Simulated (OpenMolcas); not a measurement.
## 5d2 ions of rising charge with 6 fluoride ligands in octahedral coordination

```
Program             : OpenMolcas 26.06
Method              : CASSCF
Spin-orbit coupling : RASSI with atomic mean-field integrals over the reference wave functions
```

The d shell is active. Anionic complexes are neutralised by point charges behind the ligands. Distances were set from a Shannon-type radius of the metal (high-spin where two are listed) plus a fixed donor radius (F 1.31 Å). Ligand basis ANO-RCC-VDZP, DKH2 Hamiltonian. States (labels of O, the rotations of Oh). Energies in cm-1 above the lowest state or level, χT in cm3 K/mol; under a threefold ground state the first gap can be a small split of the lowest multiplet, not the spin-orbit step; 10Dq and B are least-squares fits to the states below 45000 cm-1, weighted by degeneracy, with a free offset, and given where the rms deviation is under 5 % of |10Dq| (or 100 cm-1) and under 700 cm-1. Spin-only χT is S(S+1) / 2 for the spin of the ground state.

| Ion | Shell | R (Å) | Metal basis | Outer charge (e at Å behind ligand) | Ground state | First state of that spin | 10Dq | B (rms of fit) | First gap with spin-orbit (degeneracies) | χT at 300 K | First state of another spin | Spin-only χT |
| --- | --- | --- | --- | --- | --- | --- | --- | --- | --- | --- | --- | --- |
| Ta3+ | 5d2 | 2.03 | ANO-RCC-VDZP | 0.5 at 2.4 | 3T1 | 3T2 29142 | 30300 | 625 (201) | 219.4 (2, 3) | 0.155 | 1E 9279 | 1.000 |
| W4+ | 5d2 | 1.97 | ANO-RCC-VTZP | 0.33 at 2.4 | 3T1 | 3T2 32917 | 34366 | 700 (99) | 261.4 (2, 3) | 0.134 | 1T2 10105 | 1.000 |
| Re5+ | 5d2 | 1.89 | ANO-RCC-VTZP | 0.17 at 2.6 | 3T1 | 3T2 39492 |  |  | 237.7 (2, 3) | 0.141 | 1T2 9748 | 1.000 |

The rows also differ in their metal basis and outer charges, so part of each step comes from that.

|10Dq| changes by a factor of 34366 / 30300 = 1.13 from Ta3+ to W4+.

B goes from 625 cm-1 (Ta3+) to 700 cm-1 (W4+). In real complexes covalency offsets the rise of B with charge, which this model largely misses.

χT departs most from the spin-only value for W4+, by -0.866 cm3 K/mol.

An orbital triplet at a regular site is open to Jahn-Teller coupling, which can distort the site and quench the lowest spin-orbit gaps and is left out. Without dynamic correlation the repulsion within the d shell is too large (B by tens of per cent), so at a given field states of lower spin stand too high. With metal d orbitals alone the field can be off either way by tens of per cent. Ligand-to-metal charge-transfer states are missing. With no ligand orbital active B as a rule stays too high, so bands that hang on it stand too high and its fall with covalency is understated. The least metal-like active orbital is 79 % on the metal (Löwdin) and no ligand orbital is active, so the numbers are rough (holds for Ta3+). The least metal-like active orbital is 77 % on the metal (Löwdin) and no ligand orbital is active, so the numbers are rough (holds for W4+). The least metal-like active orbital is 71 % on the metal (Löwdin) and no ligand orbital is active, so the numbers are rough (holds for Re5+). No measured value stands beside these numbers; the geometry was imposed, not optimised, and the real ion may take another.
